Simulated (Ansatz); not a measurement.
F$_{3}$HSeTi, SMILES `[F][Ti]([F])([F])[SeH]`, 6 atoms. Charge 0, multiplicity 1. Correlated methods include outer-core shells of Se, Ti, which these sets cover unevenly. Scalar relativity is left out up to krypton. All runs use 4 threads of an Arm Neoverse V2 on a shared host. Correlated methods freeze the cores.

(1) Give the basis size and wall time and peak host memory of each of these runs in Ansatz. RHF-CCSD(T)/def2-SVP energy; RKS revPBE-D4/def2-TZVPP energy; RKS PBE0-D4/def2-TZVP relaxation (17 steps); RKS ωB97X-V/def2-TZVPP energy; RKS ωB97M-V/def2-QZVPP energy; RKS PBE0-D4/def2-SVP energy; RKS HSE06 (plane-wave form)-D4/def2-TZVPP energy; RKS PBE0-D4/def2-TZVP frequencies; RKS LC-ωPBE/def2-TZVPP energy; RHF-MP2/def2-QZVPP energy; RHF-CCSD(T)/def2-TZVPP energy; RKS PBE0-D4/def2-QZVPP energy. (An estimate is asked.)

## Answers

(1) Computed: Other jobs shared the machine, so times are rough.

| level | job | functions | wall time | peak host memory (GiB) |
| --- | --- | --- | --- | --- |
| RKS PBE0-D4/def2-SVP | energy | 110 | 1.4 s | 0.26 |
| RKS revPBE-D4/def2-TZVPP | energy | 219 | 2.4 s | 0.31 |
| RKS LC-ωPBE/def2-TZVPP | energy | 219 | 2.8 s | 0.42 |
| RKS HSE06 (plane-wave form)-D4/def2-TZVPP | energy | 219 | 3.6 s | 0.76 |
| RKS PBE0-D4/def2-QZVPP | energy | 383 | 8 s | 1.5 |
| RKS ωB97X-V/def2-TZVPP | energy | 219 | 8.5 s | 0.86 |
| RHF-CCSD(T)/def2-SVP | energy | 110 | 11 s | 0.57 |
| RHF-MP2/def2-QZVPP | energy | 383 | 18 s | 1.8 |
| RKS ωB97M-V/def2-QZVPP | energy | 383 | 21 s | 1.8 |
| RKS PBE0-D4/def2-TZVP | relaxation (17 steps) | 192 | 69 s | 0.63 |
| RKS PBE0-D4/def2-TZVP | frequencies | 192 | 110 s | 0.63 |
| RHF-CCSD(T)/def2-TZVPP | energy | 219 | 3.9 min | 4 |

LC-ωPBE has ω = 0.4 bohr⁻¹.
